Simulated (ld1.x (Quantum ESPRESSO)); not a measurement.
## What the settings do to the RRKJ potential of Ti

Base potential:

ld1.x (Quantum ESPRESSO) 7.5 input, shortened:

```
&input
   title='Ti', zed=22., rel=2, dft='PZ', iswitch=3,
   config='[Ar] 3d2 4s1 4p0', rel_dist='average'
 /
 &inputp
   pseudotype=2, tm=.false., rho0=0.001, lloc=1,
   nlcc=.true., new_core_ps=.true., rcore=0.85
 /
3
3S  1  0   2.00   0.00  1.45  1.45  0.0
3D  3  2   2.00   0.00  1.80  1.80  0.0
3P  2  1   6.00   0.00  1.65  1.65  0.0
 &test
   configts(1)='3s2 3p6 3d2 4s1 4p0'
 /
```

Open shells are filled in proportion to 2j + 1 (rel_dist='average').

Occupied shells without a wave of their own: 4s. They enter only through the test configuration that unscreens the potential, and ld1.x also counts them in the model core charge.

Cutoffs, loose and tight: the cutoffs (Ry, on a coarse ladder) from which the occupation-weighted sum of valence levels, in a spherical-Bessel basis at the reference potential, stays within 10 and 1 mRy of its value at 400 Ry. They do not see the model core or the augmentation charge, which bear on the density cutoff. Test errors are all-electron minus pseudo excitation energies from the reference, over the configurations 3s2 3p6 3d2 4s2 4p0; 3s2 3p6 3d2 4s0 4p0; 3s2 3p6 3d1 4s0 4p0; 3s2 3p6 3d0 4s0 4p0; 3s2 3p6 3d2 4s1 4p1; 3s2 3p6 3d2.5 4s1.5 4p0; 3s2 3p6 3d2 4s0 4p1. A dash means not determined; rows that change the core or the reference have their own tests.

With those shells counted twice in exchange and correlation these files are broken, and their errors move erratically; no question is asked of them.

Cutoffs are not given where the Bessel-basis levels miss the radial ones by over 6 mRy, ghosts where they miss by over 20 mRy; a channel whose overlap is not positive is not tested.

| change | outcome | bound ghosts | largest test error (meV) |
| --- | --- | --- | --- |
| base | generated, misses its reference levels by 0.44 eV | not determined | -396 |
| wave 3d (bound): rc 1.80 bohr becomes 3d (bound): rc 1.18 bohr | generated, misses its reference levels by 0.44 eV | not determined | -563 |
| wave 3d (bound): rc 1.80 bohr becomes 3d (bound): rc 1.40 bohr | generated, misses its reference levels by 0.44 eV | not determined | -459 |
| wave 3d (bound): rc 1.80 bohr becomes 3d (bound): rc 1.60 bohr | generated, misses its reference levels by 0.44 eV | not determined | -431 |
| wave 3d (bound): rc 1.80 bohr becomes 3d (bound): rc 1.88 bohr | generated, misses its reference levels by 0.44 eV | not determined | -374 |
| wave 3d (bound): rc 1.80 bohr becomes 3d (bound): rc 2.08 bohr | generated, misses its reference levels by 0.44 eV | not determined | +504 |
| wave 3d (bound): rc 1.80 bohr becomes 3d (bound): rc 2.28 bohr | generated, misses its reference levels by 0.44 eV | not determined | +1069 |
| wave 3d (bound): rc 1.80 bohr becomes 3d (bound): rc 2.46 bohr | generated, misses its reference levels by 0.44 eV | not determined | +1622 |
| wave 3d (bound): rc 1.80 bohr becomes 3d (bound): rc 2.66 bohr | generated, misses its reference levels by 0.44 eV | not determined | +2297 |
